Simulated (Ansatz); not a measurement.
Ga3⁺. Charge 1, multiplicity 1. Geometry PBE-D4/def2-TZVP.

```xyz
3

Ga   -0.364   -1.146   -0.873
Ga    1.383    0.543   -0.026
Ga   -1.018    0.602    0.899
```

The 6-31G sets use Cartesian d functions. B3LYP takes the VWN-RPA correlation. The restricted singlet is unstable towards broken spin symmetry in Hartree–Fock (as tested in another run); at HF/STO-3G, HF/6-31G this wasn't settled. At r2SCAN-D4/def2-TZVP the restricted singlet is unstable: a solution with broken spin symmetry lies lower. The restricted singlet is unstable towards broken spin symmetry at other levels; at r2SCANh-D4/def2-TZVP, B3LYP-D4/6-31G this wasn't settled. At PBE0-D4/def2-TZVP a triplet of charge 1 lies 0.53 eV below the restricted singlet, each at its own geometry. The structure comes from a short search, and lower isomers may exist.

Question: Estimate the orbital energies around the gap (eV) in Ansatz with HF/STO-3G, HF/6-31G, r2SCAN-D4/def2-TZVP, r2SCANh-D4/def2-TZVP, B3LYP-D4/6-31G.

Answer: 
```tsv
orbital	HF/STO-3G	HF/6-31G	r2SCAN-D4/def2-TZVP	r2SCANh-D4/def2-TZVP	B3LYP-D4/6-31G
HOMO−5	-14.82	-37.10	-26.00	-27.29	-26.21
HOMO−4	-14.82	-37.10	-26.00	-27.29	-26.21
HOMO−3	-13.71	-21.63	-17.45	-17.96	-18.13
HOMO−2	-12.24	-15.26	-13.40	-13.68	-13.70
HOMO−1	-12.24	-15.26	-13.40	-13.68	-13.70
HOMO	-9.83	-10.78	-9.32	-9.56	-9.55
LUMO	-3.18	-5.60	-9.22	-8.94	-8.55
LUMO+1	-3.18	-4.93	-8.52	-8.23	-7.90
LUMO+2	-3.08	-4.93	-8.52	-8.23	-7.90
LUMO+3	-0.76	-3.11	-6.18	-5.92	-5.73
LUMO+4	-0.76	-3.11	-6.18	-5.92	-5.73
LUMO+5	3.20	-1.29	-4.00	-3.68	-3.66
```
